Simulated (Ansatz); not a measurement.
Harmonic frequencies (cm⁻¹) at PBE0-D4/def2-TZVP from Ansatz: 162, 315, 317, 497, 501, 570, 643, 682, 744, 830, 936, 972, 1148, 1198, 1291, 1438, 1492, 2222, 2232, 3084, 3144.

(1) Which molecule is it?
A. `N=C(N)BF`
B. `O=CB[SiH2]F`
C. `FB1OC[SiH2]1`
D. `FC1([SiH3])BO1`

Results:

(1) C.
